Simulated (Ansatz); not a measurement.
Two isomers of CH4Cl2Si: A = `[SiH3]C(Cl)Cl`, B = `ClC[SiH2]Cl`.

Computed with Ansatz on PBE0-D4/def2-TZVP structures; ΔE is electronic, products minus reactants. CCSD(T)/CBS is the MP2 limit (def2-TZVPP, def2-QZVPP) plus CCSD(T) − MP2 in def2-TZVPP, frozen cores. Functionals use def2-TZVPP. B3LYP here is the variant with VWN-RPA as its local correlation; programs differ in this. One conformer a species, not always the lowest.

(1) Which is lower in electronic energy at CCSD(T)/CBS, and by how much? (An estimate is asked.)

(2) Give E(B) − E(A) in kJ/mol with B3LYP-D4, HF/def2-TZVPP, CCSD/def2-TZVPP, CCSD(T)/def2-SVP, BLYP-D4, B2PLYP, PBE-D4. (Best estimate.)

(3) Does the order hold for the free energy at 298.15 K (harmonic terms from PBE0-D4)? (Best estimate.)

Largest T1 diagnostic: 0.010.

## Answers

(1) Ansatz gave: B, by 173.8 kJ/mol.

(2) Ansatz gave: B3LYP-D4 -170.6, HF/def2-TZVPP -188.5, CCSD/def2-TZVPP -175.8, CCSD(T)/def2-SVP -164.4, BLYP-D4 -162.8, B2PLYP -174.6, PBE-D4 -164.4. None reverses the order clearly.

(3) Ansatz gave: Yes: G(B) − G(A) = -166.4 kJ/mol, for one conformer each.

From PBE to PBE0 (25 % exact exchange), in def2-TZVPP and without D4, E(B) − E(A) moves by −8.2 kJ/mol. At CCSD(T), def2-SVP lies +9.3 kJ/mol from the extrapolated value and def2-TZVPP +1.6 kJ/mol.
